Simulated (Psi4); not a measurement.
Input for Psi4:
```
memory 2 GB

molecule {
0 1
F    -0.84302752   -1.17072944   -0.50769894
As    0.01319427   -0.00551619    0.42391172
F     1.41634737   -0.12051314   -0.56435604
F    -0.62169883    1.31146860   -0.48228800
}

set {
  basis sto-3g
}

energy('svwn')
print_variables()
```

Q: What is the computed dipole moment (SVWN/STO-3G (Psi4))?

A: 0.53 D

Q: Give the nuclear repulsion energy at the level SVWN/STO-3G.

A: 325.7080 Eh

Q: Predict the number of basis functions from SVWN/STO-3G.

A: 33

Q: Predict the total energy from SVWN/STO-3G.

A: -2501.564466 Ha
